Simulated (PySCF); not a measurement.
Mn(CO)5(Me) (C₆H₃MnO₅), SMILES [CH3][Mn](<-[C-]#[O+])(<-[C-]#[O+])(<-[C-]#[O+])(<-[C-]#[O+])<-[C-]#[O+], multiplicity 1. Atoms are numbered in the order given.

```xyz
15

Mn    -0.0055     0.0154     0.0090
O      1.6789    -0.7288     2.3733
C      1.0248    -0.4184     1.4894
O      2.3339     1.4991    -1.1346
C      1.4311     0.9622    -0.6850
O     -1.3680     0.1978    -2.6555
C     -0.8655     0.1560    -1.6303
O     -2.0264    -2.0289     0.8610
C     -1.2738    -1.2266     0.5525
O     -1.3407     2.3698     1.2525
C     -0.8249     1.4643     0.7749
C      0.9410    -1.7290    -0.9239
H      1.4446    -2.3460    -0.1674
H      1.6857    -1.4130    -1.6669
H      0.1891    -2.3493    -1.4309
```

Geometry: B3LYP-D3(BJ)/def2-SVP. The spin state was assumed, not searched. The isomer is the one that the SMILES or the coordinates give; other isomers of the formula were not compared.

Computed with CAM-B3LYP/def2-SVP (PySCF).

Gas-phase values at a fixed geometry.

```yaml
total_energy: -1756.80819 hartree
highest_occupied_level: -8.70 eV
lowest_empty_level: 0.25 eV
orbital_gap: 8.94 eV
dipole_moment: 0.23 D
quadrupole, principal values (traceless, Buckingham form, about the centre of nuclear charge): -1.39, 0.69, 0.70 D·Å
mean_static_polarisability: 101.7 bohr³ (15.07 Å³)
polarisability_principal_values: 101.1, 101.6, 102.3 bohr³
```
